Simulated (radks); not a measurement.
Results of a calculation; reference values are marked as such.
Initial-state core-level shifts of the zinc ion Zn3+ when its valence configuration changes from [Ar] 3d9. Level of theory: Dirac Kohn-Sham, LDA (Slater exchange, Perdew-Wang correlation), spin-unpolarised, spherical densities, finite nucleus; open shells fill j = l - 1/2 first; Fermi nuclear charge, rms radius 3.9283 fm (a radial shooting solver on a logarithmic mesh with Libxc functionals). Shifts are changes of the shell-averaged eigenvalues in eV (positive: less bound); the change of the density at the nucleus, which sets a Mossbauer isomer shift, is in e/bohr^3, on a base of 2.494e+04.

| valence | 1s | 2s | 2p | 3s | density at nucleus |
|---|---|---|---|---|---|
| 3d8 4s1 | -9.985 | -11.117 | -11.015 | -9.233 | +24.501 |
| 3d8.5 4p0.5 | -5.552 | -6.082 | -6.028 | -5.235 | +1.978 |
| 3d8 4p1 | -11.323 | -12.429 | -12.319 | -10.589 | +4.190 |
| 3d8.5 4s0.5 | -4.866 | -5.413 | -5.363 | -4.540 | +11.719 |
| 3d7 4p2 | -23.540 | -25.949 | -25.717 | -21.632 | +9.350 |
| 3d7.5 4p1.5 | -17.320 | -19.053 | -18.883 | -16.058 | +6.647 |
| 3d6 4s1 4p2 | -35.490 | -39.376 | -39.030 | -31.888 | +40.447 |
| 3d6 4p3 | -36.766 | -40.646 | -40.285 | -33.165 | +15.349 |
| 3d4 4s2 4p3 | -63.546 | -70.808 | -70.227 | -54.884 | +90.070 |
